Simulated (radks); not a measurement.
Q: The table gives one normalised radial function P(r) = r R(r) of Te13+ in [Kr] 4d3 (r in bohr). Calculated with a radial shooting solver on a logarithmic mesh with Libxc functionals: non-relativistic Kohn-Sham, TPSS, spin-polarised, spherical densities, point nucleus; open shells are filled with parallel spins first (spin-orbit coupling, left out, can overturn this in heavy ions); meta-GGA in the generalised Kohn-Sham scheme; relativity is left out, which matters for an element this heavy.

r	P
0.001237	0.0601
0.001816	0.0856
0.002645	0.1192
0.003852	0.1626
0.00561	0.2146
0.008171	0.2693
0.0119	0.3113
0.01733	0.3108
0.02545	0.2214
0.03706	0.0094
0.05398	-0.2969
0.07862	-0.5224
0.1145	-0.3674
0.1668	0.2628
0.2429	0.7929
0.3566	0.3086
0.5194	-0.9080
0.7564	-1.3634
1.102	-0.7065
1.605	-0.1304
2.337	-0.0064

Which n and l does it have? It may be an empty orbital.

A: n = 4, l = 0: the number of nodes gives n - l - 1 = 3, the rise at small r (about r^(l+1)) gives l, and the extent must fit the shell. The curve is that of 4s up; the table hardly tells the two spins apart. 4s up: eigenvalue -406.64 eV, 3 radial nodes at r = 0.0375, 0.146, 0.394 bohr, <r> = 0.749 bohr, 90 % of the charge inside 1.06 bohr.
